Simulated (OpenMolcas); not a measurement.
Ni2+.

| Item | Value |
| --- | --- |
| Program | OpenMolcas |
| Basis | ANO-RCC-VQZP [7s6p4d3f2g1h] |
| Scalar Hamiltonian | DKH2, point nucleus |
| Active space | 8 electrons in 5 orbitals (3d) |
| State averaging | 2S+1 = 3 even, 10 roots; 2S+1 = 1 even, 15 roots |
| Spin-orbit coupling | RASSI with atomic mean-field integrals over the reference wave functions, term energies averaged over their components |

Two sets of levels on these reference wave functions, in cm-1 above 3d8 3F4: one from CASSCF and one from SS-CASPT2, IPEA 0.25 Eh, imaginary shift 0.1 Eh (closed shells correlated: 3s 3p).

```csv
Level,Set 1,Set 2
3d8 3F4,0.0,0.0
3d8 3F3,1364,1367
3d8 3F2,2300,2280
3d8 1D2,17140,13260
3d8 3P2,20770,16990
3d8 3P1,21160,17390
3d8 3P0,21430,17650
3d8 1G4,26580,22860
3d8 1S0,64010,52470
```

Q: Which set is which?

A: Set 2 is SS-CASPT2. Its levels of the other terms of 3d8 lie at 0.77 to 0.86 of the other set's values, as expected, since terms of lower spin or lower L gain more correlation energy than the Hund ground term. Against 8 measured levels (Corliss and Sugar, J. Phys. Chem. Ref. Data 10, 197 (1981)) the mean absolute deviation is 280 cm-1 with it and 3800 cm-1 without; single levels miss by up to 770 cm-1 with it.

CASPT2 breaks the degeneracy within a term, and the mean is taken; among the terms shown or strongly mixed into the levels shown the widest spread is 930 cm-1 (3d8 3F, SS-CASPT2). Some levels mix across a computed gap that differs much from the measured one, so their mixing is not that of the real levels. Without dynamic correlation excited terms often stand tens of per cent too high (terms of higher spin than the ground term too low), and those without a measured partner can miss by more than the paired ones (holds for CASSCF). Computed and measured levels are paired by configuration, term and J; levels that our copy of the source lacks, or whose pairing is in doubt (as where it misses far off the trend of its configuration), stay unpaired and out of the deviations. Levels of configurations outside the active space are missing.
